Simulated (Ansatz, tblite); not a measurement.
Forces on Zn₈O₈H₂₂ at its PBE-D4/def2-SVP geometry. The state is a singlet with charge 0.

The xTB rows come from tblite. Single mean-field runs in def2-TZVP are fitted with def2-universal-jkfit.

GFN2-xTB (tblite), largest force 1.42 eV/Å:

```xyz
38
positions Å, forces eV/Å
Zn    2.551    1.016    2.943    0.848    0.579   -0.041
O     2.327   -2.026    1.436    0.379    0.540   -0.399
O     1.166    0.866    1.084    0.052    0.563   -0.014
Zn    1.725   -0.099   -0.590    0.795   -0.225   -0.190
Zn    0.460   -2.752    1.051   -0.139   -0.757    0.075
O     0.369   -1.702   -0.767    0.381   -0.552   -0.580
O     0.937    1.404   -1.720    0.649    0.332   -0.181
Zn   -0.113    1.955   -3.537    0.177    0.576   -0.619
Zn   -1.541   -1.587   -1.443   -0.261   -0.388   -0.438
O    -0.680    0.085   -4.208    0.304   -0.771   -0.042
Zn   -0.014    0.396    2.655    0.443    0.078    0.844
O    -0.786   -1.367    2.009   -0.211   -0.440    0.699
O    -1.639    1.579    2.302   -0.384   -0.171   -0.690
Zn   -0.889    2.068   -0.977   -0.132    0.628    0.214
Zn   -2.526   -0.976    0.921   -0.624   -0.080    0.302
O    -1.930    0.320   -0.684   -0.669    0.300   -0.153
H     2.733    2.571    3.050   -0.004   -0.712   -0.011
H     3.246   -0.440    2.946    0.202    1.022    0.474
H     2.830   -1.747    0.626   -0.455   -0.612    1.040
H     2.633   -1.324    2.137   -0.430   -1.119   -0.762
H     1.047    1.815    0.877    0.066   -0.521    0.091
H     3.146   -0.764   -0.861   -0.782    0.647   -0.150
H     0.033   -4.248    1.166    0.339    0.987   -0.068
H     0.853   -2.266   -1.403   -0.203    0.204    0.283
H     1.622    2.102   -1.719   -0.265   -0.312    0.071
H     0.771    2.743   -4.559   -0.556   -0.494    0.627
H    -1.486    2.374   -2.563    0.201    0.083    0.026
H    -1.731   -1.808   -3.008   -0.138   -0.347    1.076
H    -0.057   -0.360   -4.811   -0.372    0.241    0.262
H    -1.104   -0.649   -3.655    0.471    1.054   -0.773
H     0.883    0.465    3.970   -1.086   -0.173   -0.561
H    -1.104   -1.856    2.795    0.189    0.226   -0.285
H    -1.486    2.117    1.463   -0.307   -0.505    1.088
H    -2.469    1.044    2.147    0.892    0.822    0.282
H    -0.898    2.991    0.325    0.093   -0.116   -1.017
H    -2.512   -2.281   -0.180   -0.071    0.193    0.025
H    -3.571   -0.221    1.851    0.264   -0.670   -0.575
H    -2.796    0.564   -1.070    0.345   -0.110    0.071
```

PBE-D4/def2-TZVP (Ansatz), largest force 0.36 eV/Å:

```
Zn 0.289 0.087 0.178
O 0.334 0.124 0.058
O -0.005 0.194 -0.071
Zn 0.229 0.084 -0.147
Zn -0.027 -0.257 0.037
O 0.112 -0.124 -0.186
O 0.238 0.132 -0.035
Zn 0.007 0.261 -0.177
Zn -0.129 -0.180 -0.189
O 0.017 -0.327 -0.134
Zn -0.091 -0.021 0.176
O -0.059 -0.120 0.239
O -0.212 0.115 -0.094
Zn -0.101 0.250 0.047
Zn -0.316 -0.112 0.095
O -0.193 0.096 -0.107
H -0.027 -0.074 -0.008
H -0.039 0.081 0.013
H -0.079 -0.106 0.061
H -0.072 -0.176 -0.015
H 0.021 -0.182 0.052
H -0.059 0.036 0.014
H 0.018 0.042 0.003
H -0.110 0.096 0.109
H -0.125 -0.146 -0.016
H -0.031 -0.046 0.022
H 0.052 -0.008 -0.001
H 0.008 -0.009 0.058
H -0.056 0.122 0.032
H -0.005 0.069 -0.046
H -0.003 0.029 -0.020
H 0.068 0.088 -0.150
H 0.018 0.001 0.164
H 0.110 0.072 0.063
H 0.005 -0.024 -0.060
H 0.023 0.029 0.001
H 0.026 -0.048 -0.031
H 0.164 -0.047 0.064
```

r2SCAN0-D4/def2-TZVP (Ansatz), largest force 1.04 eV/Å:

```
Zn 0.192 0.074 0.107
O 0.578 0.821 -0.230
O -0.156 0.716 -0.085
Zn -0.083 0.188 -0.095
Zn 0.020 0.082 -0.015
O 0.380 -0.467 -0.486
O 0.473 0.615 0.049
Zn 0.050 0.018 -0.111
Zn 0.053 -0.014 -0.033
O 0.304 -0.992 -0.049
Zn -0.233 -0.036 -0.178
O -0.245 -0.320 0.672
O -0.492 -0.186 -0.876
Zn -0.026 -0.045 -0.011
Zn -0.064 -0.021 0.070
O -0.706 0.096 -0.321
H -0.018 -0.165 -0.020
H -0.058 0.178 -0.004
H -0.431 -0.368 0.736
H -0.240 -0.676 -0.489
H 0.142 -0.931 0.231
H -0.126 0.083 0.031
H 0.043 0.119 -0.010
H -0.473 0.530 0.594
H -0.638 -0.696 -0.032
H -0.080 -0.077 0.085
H 0.150 -0.019 0.022
H 0.021 0.004 0.153
H -0.560 0.470 0.493
H 0.296 0.622 -0.511
H 0.000 0.046 -0.122
H 0.311 0.451 -0.751
H -0.105 -0.375 0.831
H 0.741 0.552 0.223
H 0.011 -0.073 -0.139
H 0.067 0.114 -0.001
H 0.081 -0.101 -0.089
H 0.822 -0.218 0.359
```
